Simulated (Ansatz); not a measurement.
Born–Oppenheimer molecular dynamics of a periodic cell of 12 atoms, O (contents 6 O2, density as packed 0.87 g/cm³ with natural masses). It starts from a partly relaxed structure (largest force component 0.20 eV/Å).

These are results of DFT PBE, scalar-relativistic, plane waves, PAW in Ansatz, not measurements. Settings: accuracy low, cutoff 420 eV, k mesh 1x1x1, fermi-dirac smearing 0.02 eV, spin collinear.

```
ensemble        : NVT, Langevin thermostat
time step       : 1 fs
steps asked     : 220
set temperature : 500 K
friction        : 0.02 /fs
seed            : 420360
```

Frames 10 fs apart, positions in Å.

Velocities at 20.0 fs (Å/ps):

```
O 12.59 7.19 -0.56
O 6.19 -3.15 -4.21
O 2.29 -8.21 -2.92
O -10.87 -1.19 -1.11
O 0.13 -1.75 -1.75
O -0.83 2.49 -2.33
O -8.83 -0.73 -4.00
O 1.77 2.23 4.13
O -8.34 -2.60 9.54
O -1.52 2.63 3.77
O -0.52 5.40 5.57
O -5.61 3.28 8.80
```

```xyz
12
Lattice="7.1570 0.0000 0.0000 0.0000 7.1570 0.0000 0.0000 0.0000 7.1570" Properties=species:S:1:pos:R:3 time_fs=20.0 energy_less_start_eV=0.081 T=528
O 0.006 4.814 3.619
O 0.883 5.542 3.131
O 5.161 0.347 3.158
O 5.800 1.350 3.495
O 1.912 4.149 0.712
O 1.474 4.891 -0.165
O 3.996 4.480 5.519
O 3.670 3.772 4.599
O 2.006 1.093 4.699
O 1.906 0.836 5.903
O 5.846 6.260 0.673
O 5.893 6.733 -0.465
12
Lattice="7.1570 0.0000 0.0000 0.0000 7.1570 0.0000 0.0000 0.0000 7.1570" Properties=species:S:1:pos:R:3 time_fs=30.0 energy_less_start_eV=0.130 T=503
O 0.105 4.867 3.607
O 0.929 5.537 3.078
O 5.188 0.276 3.155
O 5.694 1.324 3.489
O 1.898 4.130 0.667
O 1.475 4.904 -0.177
O 3.960 4.508 5.508
O 3.674 3.727 4.597
O 1.929 1.121 4.782
O 1.890 0.827 5.941
O 5.866 6.305 0.734
O 5.847 6.744 -0.379
12
Lattice="7.1570 0.0000 0.0000 0.0000 7.1570 0.0000 0.0000 0.0000 7.1570" Properties=species:S:1:pos:R:3 time_fs=40.0 energy_less_start_eV=0.107 T=562
O 0.158 4.875 3.588
O 0.999 5.554 3.007
O 5.210 0.222 3.192
O 5.606 1.322 3.533
O 1.905 4.076 0.597
O 1.498 4.926 -0.171
O 3.948 4.532 5.470
O 3.699 3.725 4.595
O 1.844 1.176 4.838
O 1.875 0.775 5.998
O 5.880 6.349 0.868
O 5.774 6.732 -0.312
12
Lattice="7.1570 0.0000 0.0000 0.0000 7.1570 0.0000 0.0000 0.0000 7.1570" Properties=species:S:1:pos:R:3 time_fs=50.0 energy_less_start_eV=0.116 T=531
O 0.233 4.903 3.577
O 1.063 5.515 2.972
O 5.271 0.196 3.263
O 5.544 1.349 3.599
O 1.916 4.033 0.544
O 1.500 4.925 -0.163
O 3.972 4.543 5.421
O 3.677 3.731 4.575
O 1.737 1.232 4.944
O 1.845 0.715 6.029
O 5.883 6.377 0.930
O 5.662 6.697 -0.225
12
Lattice="7.1570 0.0000 0.0000 0.0000 7.1570 0.0000 0.0000 0.0000 7.1570" Properties=species:S:1:pos:R:3 time_fs=60.0 energy_less_start_eV=0.101 T=514
O 0.283 4.955 3.599
O 1.159 5.501 2.926
O 5.315 0.200 3.362
O 5.534 1.352 3.655
O 1.927 3.988 0.512
O 1.490 4.925 -0.163
O 3.997 4.522 5.410
O 3.652 3.706 4.561
O 1.623 1.253 5.052
O 1.808 0.636 6.081
O 5.858 6.397 0.973
O 5.562 6.653 -0.176
12
Lattice="7.1570 0.0000 0.0000 0.0000 7.1570 0.0000 0.0000 0.0000 7.1570" Properties=species:S:1:pos:R:3 time_fs=70.0 energy_less_start_eV=0.088 T=419
O 0.350 4.984 3.606
O 1.208 5.515 2.915
O 5.303 0.179 3.474
O 5.502 1.348 3.675
O 1.960 3.978 0.483
O 1.497 4.890 -0.150
O 4.033 4.513 5.349
O 3.629 3.671 4.583
O 1.528 1.260 5.121
O 1.763 0.564 6.094
O 5.807 6.401 1.025
O 5.483 6.575 -0.145
12
Lattice="7.1570 0.0000 0.0000 0.0000 7.1570 0.0000 0.0000 0.0000 7.1570" Properties=species:S:1:pos:R:3 time_fs=80.0 energy_less_start_eV=0.079 T=403
O 0.420 4.989 3.617
O 1.229 5.561 2.924
O 5.241 0.155 3.557
O 5.487 1.363 3.711
O 1.996 3.946 0.442
O 1.472 4.901 -0.135
O 4.094 4.529 5.266
O 3.614 3.651 4.579
O 1.456 1.276 5.165
O 1.711 0.509 6.092
O 5.760 6.398 1.009
O 5.443 6.527 -0.146
12
Lattice="7.1570 0.0000 0.0000 0.0000 7.1570 0.0000 0.0000 0.0000 7.1570" Properties=species:S:1:pos:R:3 time_fs=90.0 energy_less_start_eV=0.117 T=362
O 0.418 4.984 3.638
O 1.211 5.641 2.925
O 5.165 0.191 3.637
O 5.503 1.335 3.769
O 2.018 3.933 0.406
O 1.446 4.876 -0.083
O 4.160 4.530 5.205
O 3.604 3.655 4.555
O 1.409 1.287 5.206
O 1.680 0.473 6.065
O 5.754 6.361 1.000
O 5.415 6.500 -0.197
12
Lattice="7.1570 0.0000 0.0000 0.0000 7.1570 0.0000 0.0000 0.0000 7.1570" Properties=species:S:1:pos:R:3 time_fs=100.0 energy_less_start_eV=0.143 T=461
O 0.471 5.026 3.645
O 1.159 5.714 2.988
O 5.115 0.167 3.734
O 5.489 1.354 3.816
O 2.014 3.920 0.376
O 1.376 4.857 -0.063
O 4.237 4.533 5.166
O 3.636 3.705 4.515
O 1.343 1.316 5.231
O 1.684 0.449 6.005
O 5.731 6.345 0.955
O 5.422 6.460 -0.188
12
Lattice="7.1570 0.0000 0.0000 0.0000 7.1570 0.0000 0.0000 0.0000 7.1570" Properties=species:S:1:pos:R:3 time_fs=110.0 energy_less_start_eV=0.056 T=358
O 0.467 5.008 3.681
O 1.142 5.812 3.022
O 5.068 0.145 3.833
O 5.445 1.280 3.805
O 1.988 3.891 0.336
O 1.304 4.803 -0.075
O 4.280 4.525 5.164
O 3.639 3.772 4.483
O 1.267 1.369 5.232
O 1.696 0.469 5.947
O 5.731 6.344 0.994
O 5.406 6.460 -0.192
12
Lattice="7.1570 0.0000 0.0000 0.0000 7.1570 0.0000 0.0000 0.0000 7.1570" Properties=species:S:1:pos:R:3 time_fs=120.0 energy_less_start_eV=0.194 T=408
O 0.486 5.044 3.710
O 1.109 5.837 3.072
O 5.009 0.064 3.925
O 5.410 1.265 3.768
O 1.984 3.853 0.318
O 1.225 4.758 -0.036
O 4.303 4.497 5.237
O 3.604 3.795 4.482
O 1.194 1.423 5.230
O 1.676 0.479 5.842
O 5.740 6.342 0.975
O 5.439 6.465 -0.165
12
Lattice="7.1570 0.0000 0.0000 0.0000 7.1570 0.0000 0.0000 0.0000 7.1570" Properties=species:S:1:pos:R:3 time_fs=130.0 energy_less_start_eV=0.236 T=413
O 0.453 5.048 3.806
O 1.078 5.878 3.115
O 4.997 0.078 3.991
O 5.359 1.158 3.750
O 1.984 3.841 0.280
O 1.177 4.690 0.013
O 4.299 4.450 5.297
O 3.610 3.868 4.520
O 1.109 1.474 5.237
O 1.660 0.502 5.750
O 5.764 6.304 1.009
O 5.450 6.457 -0.199
```

Of the whole run (220 fs, mean temperature of the second half 547 K): A run of 0.22 ps of so small a system gives no equilibrium averages. Limits of this set-up: coarse k mesh, low accuracy level.

The run took 14 min on 1 thread of Arm Neoverse V1, on a shared host, peak memory 0.41 GiB.
